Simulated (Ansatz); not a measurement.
C₂H₇Cl₂NOZr (`C[NH][Zr]([Cl])([Cl])[O]C`). Total charge 0; spin multiplicity 1. Zr takes the def2 core potential.

```xyz
14

C    -0.4680    0.9257    1.9931
N     0.1171   -0.3703    1.7182
Zr    0.5842   -1.3114    0.0137
Cl    2.9142   -1.7599   -0.0025
Cl   -0.6367   -3.3426   -0.1018
O     0.0898   -0.1160   -1.3599
C    -0.1988    0.6033   -2.5197
H    -1.4158    0.8391    2.5360
H    -0.6728    1.4449    1.0548
H     0.2036    1.5606    2.5817
H     0.3160   -0.8712    2.5793
H     0.7196    0.8057   -3.0777
H    -0.8835    0.0362   -3.1564
H    -0.6689    1.5558   -2.2588
```

**Question.** List the harmonic frequencies (cm⁻¹, unscaled) at PBE0-D4/def2-TZVP in Ansatz. (Estimate.)

**Answer.** Computed: 40, 45, 58, 60, 92, 97, 113, 171, 171, 198, 243, 373, 400, 501, 542, 574, 1051, 1126, 1134, 1176, 1179, 1216, 1374, 1451, 1476, 1484, 1489, 1489, 1505, 3018, 3030, 3071, 3106, 3109, 3118, 3525.

**Question.** Is this a minimum?

**Answer.** Yes, all 36 modes are real.

**Question.** Give the ideal-gas thermochemistry at 298.15 K and 1 bar (rigid rotor, harmonic oscillator; point group Cs, symmetry number 1).

**Answer.** Zero-point energy 256.0 kJ/mol; H(298) − E = 290.1 kJ/mol; entropy 481.8 J/(mol·K), of which translation 176.3, rotation 127.6, vibration 177.9; G(298) − E = 146.5 kJ/mol. Modes under 100 cm⁻¹ are hindered rotations or soft bends, so the harmonic entropy is rough.

**Question.** And at 400, 500, 600, 800 and 1000 K?

**Answer.** 
```csv
T (K),H − E (kJ/mol),S (J/mol/K),G − E (kJ/mol)
400,307.2,531.0,94.8
500,326.0,572.9,39.6
600,346.5,610.3,-19.6
800,391.9,675.3,-148.4
1000,441.7,730.8,-289.1
```
